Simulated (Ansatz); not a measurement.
`C1C[SiH2]1` and `[SiH3]CC1C[SiH2]1` differ in one atom or group.

Ansatz, PBE0-D4/def2-TZVP geometries, multiplicity 1. Each molecule was computed in one conformer, which needn't be the lowest.

```csv
property,`C1C[SiH2]1`
size of the dipole moment (B3LYP/def2-TZVPP) / D,0.06
LUMO energy (PBE0/def2-TZVPP) / eV,0.30
HOMO energy (PBE/def2-TZVPP) / eV,-5.81
HOMO–LUMO gap (ωB97M-V/def2-TZVPP) / eV,11.01
HOMO–LUMO gap (B3LYP/def2-TZVPP) / eV,6.78
HOMO energy (B3LYP/def2-TZVPP) / eV,-6.71
```

**Question.** Give the same properties after the change, and the shifts. (Estimate.)

**Answer.** Computed: 
| property | `[SiH3]CC1C[SiH2]1` | shift |
| --- | --- | --- |
| size of the dipole moment (B3LYP/def2-TZVPP) / D | 0.78 | 0.72 |
| LUMO energy (PBE0/def2-TZVPP) / eV | 0.15 | -0.15 |
| HOMO energy (PBE/def2-TZVPP) / eV | -5.58 | 0.23 |
| HOMO–LUMO gap (ωB97M-V/def2-TZVPP) / eV | 10.53 | -0.48 |
| HOMO–LUMO gap (B3LYP/def2-TZVPP) / eV | 6.37 | -0.41 |
| HOMO energy (B3LYP/def2-TZVPP) / eV | -6.44 | 0.27 |

With PBE0 the HOMO rises by 0.29 eV and the LUMO falls by 0.15 eV, so the gap narrows by about 0.44 eV. PBE moves the HOMO by 0.23 eV and ωB97M-V by 0.35 eV. The zero-point energy changes by 113.5 kJ/mol with +18 modes. Dipoles are sizes alone; their direction can turn.

B3LYP here is the variant with VWN-RPA as its local correlation; programs differ in this.
